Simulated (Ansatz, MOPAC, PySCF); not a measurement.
Donor–acceptor adduct: BH3 (SMILES B) (first 4 atoms) with C2H3N (SMILES CC#N); geometry from B3LYP-D3(BJ)/def2-TZVP.
(charge 0, multiplicity 1):
```xyz
10

B     -0.3691     0.1866     0.0685
H      0.4923    -0.2741    -0.6417
H     -1.4655    -0.2625    -0.1656
H     -0.3515     1.3934     0.1116
C      0.5562    -1.0770     3.9030
C      0.2325    -0.6353     2.5622
N     -0.0228    -0.2867     1.5042
H      1.4415    -1.7134     3.8813
H      0.7541    -0.2149     4.5409
H     -0.2779    -1.6430     4.3195
```

Counterpoise-corrected where a basis set is named; no monomer relaxation.

Cores are frozen in the correlated methods. The state that PM6 reach isn't checked.

Run with Ansatz (a program for electronic structure); MOPAC for PM6 (differences of heats of formation); PySCF for the dispersion terms. 

Q: One of these levels gives -1654.6 meV for the interaction energy. Which one is it?
A. B3LYP-D4/def2-TZVPPD
B. revPBE-D4/def2-TZVPPD
C. CCSD/aug-cc-pVDZ
D. PM6

A: A, B3LYP-D4/def2-TZVPPD. The others give -2421.0 (PM6), -1815.7 (revPBE-D4/def2-TZVPPD), -1253.7 (CCSD/aug-cc-pVDZ)
